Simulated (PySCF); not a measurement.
C3H8BNO, SMILES C[C@H]1COB1N.

The structure is a stationary point at TPSSh-D3(BJ)/def2-SVP. The structure was generated by enumeration; whether it is a known compound was not checked. Other conformers were not sampled.

These are TDA-PBE/def2-SVPD in PySCF 2.14.0 values and carry that method's errors.

Vertical excitations. Gas-phase values at a fixed geometry.

Computed excitation energies, oscillator strengths and character:
```tsv
state	energy (eV)	λ (nm)	f	main pairs
S1	5.86	212	0.016	HOMO→LUMO 99 %
S2	6.28	197	0.011	HOMO−1→LUMO 99 %
S3	6.60	188	0.008	HOMO→LUMO+1 77 %
S4	6.86	181	0.000	HOMO−2→LUMO 100 %
S5	6.92	179	0.022	HOMO−1→LUMO+1 75 %, HOMO→LUMO+2 18 %
S6	6.94	179	0.016	HOMO→LUMO+2 59 %, HOMO−1→LUMO+1 19 %, HOMO→LUMO+3 18 %
S7	7.22	172	0.003	HOMO→LUMO+4 96 %
S8	7.35	169	0.021	HOMO−3→LUMO 65 %, HOMO−1→LUMO+2 31 %
S9	7.39	168	0.045	HOMO−1→LUMO+2 63 %, HOMO−3→LUMO 29 %
S10	7.47	166	0.012	HOMO−2→LUMO+1 96 %
T1	5.69	218	0	HOMO→LUMO 99 %
T2	6.11	203	0	HOMO→LUMO+1 93 %
T3	6.16	201	0	HOMO−1→LUMO 96 %
T4	6.56	189	0	HOMO−1→LUMO+1 93 %
```
Triplets are in the Tamm–Dancoff approximation.
